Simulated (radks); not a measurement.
Q: All-electron calculation, non-relativistic Kohn-Sham, LB94 model potential, spin-polarised, spherical densities, point nucleus. Program: a radial shooting solver on a logarithmic mesh with Libxc functionals. Response by self-consistent Sternheimer equations with the Hartree and adiabatic LDA kernel. Rank Be, Ne6+, O4+, C2+, Mg8+, B+, N3+, F5+ (NIST ground configurations) by static dipole polarisability, largest first.

A: Be 42.88, B+ 10.93, C2+ 4.357, N3+ 2.168, O4+ 1.234, F5+ 0.7683, Ne6+ 0.5108, Mg8+ 0.2589 bohr^3.
